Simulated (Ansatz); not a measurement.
C2H2OTe, 6 atoms. Charge 0, multiplicity 1. Correlated methods include outer-core shells of Te, which these sets cover unevenly. Te takes the def2 core potential. The bonds changed during the relaxation, so this is another structure than the one it started from. All runs use 2 threads of an Arm Neoverse V1 on a shared host. Correlated methods freeze the cores.

(1) How many basis functions does each run have, and how long does it take in Ansatz? RKS PBE0-D4/def2-TZVP frequencies; RHF-CCSD(T)/def2-TZVPP energy; RKS ωB97M-V/def2-QZVPP energy; RHF-CCSD(T)/def2-SVP energy; direct RPA on PBE orbitals/def2-TZVPP energy; RKS ωB97M-V/def2-SVP energy; RHF-MP2/def2-QZVPP energy; RKS PBE0-D4/def2-QZVPP energy; RKS PBE0-D4/def2-TZVP relaxation (14 steps); RKS PBE-D4/def2-TZVPP energy and forces; RKS ωB97X-V/def2-TZVPP energy; RKS revPBE-D4/def2-TZVPP energy. (Estimate.)

Results:

(1) The calculation gave: Other jobs shared the machine, so times are rough.

```json
{"level": "RKS revPBE-D4/def2-TZVPP", "job": "energy", "functions": "171", "wall time": "2.1 s", "peak host memory (GiB)": "0.17"}
{"level": "RKS PBE-D4/def2-TZVPP", "job": "energy and forces", "functions": "171", "wall time": "2.7 s", "peak host memory (GiB)": "0.17"}
{"level": "RHF-CCSD(T)/def2-SVP", "job": "energy", "functions": "78", "wall time": "4.4 s", "peak host memory (GiB)": "0.26"}
{"level": "RKS PBE0-D4/def2-QZVPP", "job": "energy", "functions": "313", "wall time": "6 s", "peak host memory (GiB)": "0.7"}
{"level": "RKS ωB97M-V/def2-SVP", "job": "energy", "functions": "78", "wall time": "7 s", "peak host memory (GiB)": "0.21"}
{"level": "direct RPA on PBE orbitals/def2-TZVPP", "job": "energy", "functions": "171", "wall time": "7.5 s", "peak host memory (GiB)": "0.36"}
{"level": "RKS ωB97X-V/def2-TZVPP", "job": "energy", "functions": "171", "wall time": "7.5 s", "peak host memory (GiB)": "0.43"}
{"level": "RHF-MP2/def2-QZVPP", "job": "energy", "functions": "313", "wall time": "16 s", "peak host memory (GiB)": "1.1"}
{"level": "RKS ωB97M-V/def2-QZVPP", "job": "energy", "functions": "313", "wall time": "18 s", "peak host memory (GiB)": "1"}
{"level": "RKS PBE0-D4/def2-TZVP", "job": "relaxation (14 steps)", "functions": "155", "wall time": "45 s", "peak host memory (GiB)": "0.31"}
{"level": "RHF-CCSD(T)/def2-TZVPP", "job": "energy", "functions": "171", "wall time": "77 s", "peak host memory (GiB)": "1.8"}
{"level": "RKS PBE0-D4/def2-TZVP", "job": "frequencies", "functions": "155", "wall time": "82 s", "peak host memory (GiB)": "0.32"}
```
